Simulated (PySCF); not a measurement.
Zr(F)3(OH)(OH2) (F3H3O2Zr), SMILES [OH][Zr](<-[OH2])([F])([F])[F], multiplicity 1. Geometry: B3LYP-D3(BJ)/def2-SVP. The spin state was assumed, not searched. The structure was generated by enumeration; whether it is a known compound was not checked. The def2 effective core potentials stand for the cores of Zr; spin–orbit coupling is left out. Other conformers were not sampled.

Computed equilibrium geometry at B3LYP-D3(BJ)/def2-SVP (PySCF confirms it by a frequency run) as Cartesian coordinates in Å, and its point group (one conformer of several):
point group Cs.
```xyz
9

Zr    -0.2015     0.0168     0.0000
F      0.3365    -0.8288     1.6622
F      0.3365    -0.8288    -1.6622
F     -0.1086     1.9355     0.0000
O     -2.0865    -0.3328     0.0000
H     -3.0200    -0.5503     0.0000
O      2.1968     0.0936     0.0000
H      2.5580    -0.3550    -0.7798
H      2.5580    -0.3550     0.7798
```
